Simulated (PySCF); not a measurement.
Stationary points of HgI₂⁻

Computed with PBE in PySCF with Hg def2-SVPD with ECP60, I def2-SVPD with ECP28; scalar-relativistic core potentials, no spin–orbit coupling; density-fitted integrals.

Relaxations began from a few typed shapes; open shells are unrestricted. The search is not exhaustive: other isomers or separated fragments can lie lower, and high-lying points may rest on an excited occupation.

Q: Which is the lowest minimum found?
A. doublet C2v: Hg–I 3.041 Å (×2); I–Hg–I 179.8°
B. doublet D∞h: Hg–I 3.042 Å (×2); I–Hg–I 180.0°

A: A. The others lie at 0.0 (doublet D∞h) kJ/mol above it.

For the lowest minimum: with an element this heavy the missing spin–orbit coupling can shift these numbers.
